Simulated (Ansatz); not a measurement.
Consider the formal exchange of groups at the Si–Cl bond: `Cl[SiH]1[CH2][AlH]1` + `[SiH3][SiH3]` → `[SiH3][SiH2][SiH]1[CH2][AlH]1` + HCl.

Isolated molecules relaxed with PBE0-D4/def2-TZVP in Ansatz; ΔE leaves out vibrations. CCSD(T)/CBS is the MP2 limit (def2-TZVPP, def2-QZVPP) plus CCSD(T) − MP2 in def2-TZVPP, frozen cores. This one scheme is used for every species. Functionals use def2-TZVPP. B3LYP here is the variant with VWN-RPA as its local correlation; programs differ in this. One conformer a species, not always the lowest.

Q: Is it downhill or uphill in electronic energy at CCSD(T)/CBS, and by how much? (Best estimate.)

A: The calculation gave: Uphill: ΔE = +0.75 eV.

Q: What do these levels give: r2SCAN-D4, PBE0-D4, B3LYP-D4, ωB97X-V, ωB97M-V, B2PLYP, PBE, r2SCAN, PBE0, HF/def2-TZVPP, HF/def2-QZVPP, CCSD/CBS(def2)? (Best estimate.)

A: The calculation gave: r2SCAN-D4 0.74, PBE0-D4 0.67, B3LYP-D4 0.78, ωB97X-V 0.79, ωB97M-V 0.84, B2PLYP 0.84, PBE 0.68, r2SCAN 0.76, PBE0 0.72, HF/def2-TZVPP 1.02, HF/def2-QZVPP 1.03, CCSD/CBS(def2) 0.80 eV.

Largest T1 diagnostic among the species: 0.014.

In def2-TZVPP, CCSD(T) changes the Hartree–Fock value by −0.30 eV (the triples alone add −0.04 eV) and MP2 by −0.23 eV. The D4 term adds −0.08 eV with B3LYP and −0.05 eV with PBE0; it sums over pairs of atoms, weighted by their polarisabilities, and B3LYP, whose exchange is more repulsive, gets the larger term. From PBE to PBE0 (25 % exact exchange), in def2-TZVPP and without D4, ΔE moves by +0.04 eV.
